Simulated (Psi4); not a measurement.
Two rigid molecules brought together: F4Si ··· Cl2 (SMILES F[Si](F)(F)F and ClCl). Monomers: optimised at B3LYP-D3(BJ) (def2-TZVP), held rigid. Orientation: lowest of the rigid-body minima from ten starts at GFN2-xTB. R is the distance of the centres of mass, along which the second monomer moves.

- MP2/aug-cc-pVDZ = DF-MP2/aug-cc-pVDZ, frozen core, counterpoise-corrected in Psi4
- SAPT0/jun-cc-pVDZ, frozen core (Psi4)

Interaction energies in kJ/mol:

| R / Å | MP2/aug-cc-pVDZ |
|---|---|
| 3.25 | 12.71 |
| 3.38 | 5.15 |
| 3.61 | -1.47 |
| 3.81 | -3.47 |
| 3.99 | -3.89 |
| 4.23 | -3.59 |
| 4.55 | -2.76 |
| 4.84 | -2.04 |
| 5.34 | -1.17 |
| 6.00 | -0.57 |
| 6.98 | -0.22 |
| 8.28 | -0.08 |

**Question.** Estimate the SAPT0/jun-cc-pVDZ values at these points.

**Answer.** 3.25: 15.45; 3.38: 7.99; 3.61: 1.17; 3.81: -1.21; 3.99: -2.00; 4.23: -2.15; 4.55: -1.77; 4.84: -1.34; 5.34: -0.77; 6.00: -0.38; 6.98: -0.15; 8.28: -0.05 (kJ/mol).
